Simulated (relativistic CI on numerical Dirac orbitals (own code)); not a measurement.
**Hyperfine structure of C⁴⁺, mass number 13**

Method of calculation: Dirac-Coulomb-Breit CI, KLI orbitals optimised for each configuration, model QED, valence Slater integrals scaled by 0.85, P86 correlation energy added to each configuration (own radial code, finite nucleus).

CI space: 1s2, 1s 2s, 1s 2p, 1s 3s, 1s 3p, 1s 3d, 1s 4s, 1s 4p, 1s 4d, 1s 4f, 1s 5s, 1s 5p, 1s 5d, 1s 5f, 1s 5g, 1s 6s, 1s 6p, 1s 6d. Levels of other configurations are missing.

Nuclear spin I = 1/2, μ = 0.70237 μN (tables of Stone and Pyykkö). The electronic factors are computed for point nuclear moments, without core polarisation; leaving it out makes A of s and p electrons in near-neutral atoms 20 to 40 % too small, and it can dominate for d and f shells.

```json
{"Level": "1s 2s 3S_1", "E (eV)": "298.466", "A (MHz)": "41780"}
{"Level": "1s 2p 3P°_1", "E (eV)": "304.069", "A (MHz)": "20280"}
{"Level": "1s 2p 3P°_2", "E (eV)": "304.086", "A (MHz)": "19450"}
{"Level": "1s 2p 1P°_1", "E (eV)": "307.327", "A (MHz)": "464.4"}
{"Level": "1s 3s 3S_1", "E (eV)": "351.524", "A (MHz)": "39480"}
{"Level": "1s 3p 3P°_1", "E (eV)": "352.970", "A (MHz)": "19810"}
{"Level": "1s 3p 3P°_2", "E (eV)": "352.975", "A (MHz)": "19350"}
{"Level": "1s 3d 3D_1", "E (eV)": "353.468", "A (MHz)": "-19250"}
```

Levels with J = 0, under 50 % of one LS term, or S terms without an open s electron are left out. Small factors come from cancelling terms and can be off by tens of per cent or more.

14 of the 14 excited levels that our extract of the measured tables holds in this range could be paired (the sources list more); they are missed by 4744 cm⁻¹ on average and 10454 at most, and levels without a partner can miss by more.

(1) Give the hyperfine levels of 1s 2s 3S_1 relative to its centre of gravity.

Results:

(1) With K = F(F + 1) − I(I + 1) − J(J + 1), E = AK/2: F = 1/2: -41780, F = 3/2: 20890 MHz.
